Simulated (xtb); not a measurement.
Here is a job for xtb.
```
$ xtb mol.xyz --gfn 1 --json

# file mol.xyz
5

C      0.00000000     0.00000000     0.00000000
H      0.63659729     0.62709564     0.61038865
H     -0.62802620    -0.60691709     0.63899460
H      0.61285682    -0.64240181    -0.61871302
H     -0.62142791     0.62222325    -0.63067023
```

Question: What does this run give for the total energy, HOMO-LUMO gap, partial charges in atom order, dipole moment?

Answer: 
```json
{
  "total_energy": "-4.274232 Ha",
  "HOMO-LUMO gap": "9.98 eV",
  "partial_charges_in_atom_order": "C1 -0.13, H2 0.03, H3 0.03, H4 0.03, H5 0.03",
  "dipole_moment": "0.00 D"
}
```
